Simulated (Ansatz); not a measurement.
Reaction (redistribution): `[SH][Sn][SH]` + `CS[SiH](F)[SiH3]` → `C[S][Sn][SH]` + `F[SiH]([SiH3])S`

Calculated with Ansatz (gas phase, PBE0-D4/def2-TZVP geometries, no zero-point term in ΔE). CBS: MP2 limit from def2 TZ/QZ plus the TZ coupled-cluster correction, frozen cores. Functionals use def2-TZVPP. B3LYP here is the variant with VWN-RPA as its local correlation; programs differ in this. def2 core potentials past Kr. For Sn outer-core shells are correlated without core-valence functions, which leaves a few kJ/mol of doubt a bond. One conformer a species, not always the lowest.

`[SH][Sn][SH]`:

Cartesian coordinates in Å:
```
S 0.071 0.903 1.146
Sn 0.526 -1.283 0.185
S -0.423 -0.737 -1.987
H 0.598 0.593 2.342
H -0.773 0.524 -1.685
```

`CS[SiH](F)[SiH3]`:

```xyz
12

C    -1.384   -1.895    1.035
S    -0.090   -1.443   -0.160
Si   -0.156    0.662   -0.058
F    -1.473    1.258   -0.762
Si    1.759    1.464   -1.141
H    -1.209   -1.411    1.996
H    -2.369   -1.632    0.655
H    -1.328   -2.975    1.165
H    -0.265    1.070    1.368
H     1.647    2.931   -1.353
H     1.922    0.789   -2.455
H     2.947    1.183   -0.292
```

`C[S][Sn][SH]`:

Z-matrix (Å, degrees):
```
C
S 1 1.812
H 1 1.090 2 111.0
H 1 1.090 2 107.1 3 119.0
H 1 1.090 2 111.0 3 -121.9
Sn 2 2.415 1 107.7 3 60.9
S 6 2.438 2 95.5 1 0.0
H 7 1.344 6 92.6 2 -180.0
```

`F[SiH]([SiH3])S`:

Cartesian coordinates in Å:
```
F -0.415 -1.309 -1.771
Si 0.148 0.016 -1.063
Si -0.885 0.236 1.024
S 2.260 -0.053 -0.841
H -0.083 1.147 -1.994
H -0.538 1.566 1.590
H -2.362 0.111 0.916
H -0.365 -0.829 1.924
H 2.239 -0.885 0.214
```

```
             level  ΔE (kcal/mol)  difference from CCSD(T)/CBS
         r2SCAN-D4           -0.1                          0.2
           PBE0-D4            0.0                          0.3
          B3LYP-D4           -0.1                          0.2
           ωB97M-V            0.2                          0.5
            B2PLYP            0.1                          0.4
               PBE            0.2                          0.5
              PBE0            0.4                          0.7
             B3LYP            0.6                          0.9
    MP2/def2-TZVPP           -0.6                         -0.3
SCS-MP2/def2-TZVPP           -0.1                          0.2
   CCSD/def2-TZVPP            0.1                          0.4
CCSD(T)/def2-TZVPP           -0.2                          0.1
     HF/def2-QZVPP            1.5                          1.8
SCS-MP2/def2-QZVPP           -0.2                          0.1
     MP2/CBS(def2)           -0.7                         -0.4
    CCSD/CBS(def2)            0.0                          0.3
       CCSD(T)/CBS           -0.3                            0
```

Largest T1 diagnostic among the species: 0.016.

In def2-TZVPP, CCSD(T) changes the Hartree–Fock value by −1.7 kcal/mol (the triples alone add −0.4 kcal/mol) and MP2 by −2.0 kcal/mol.
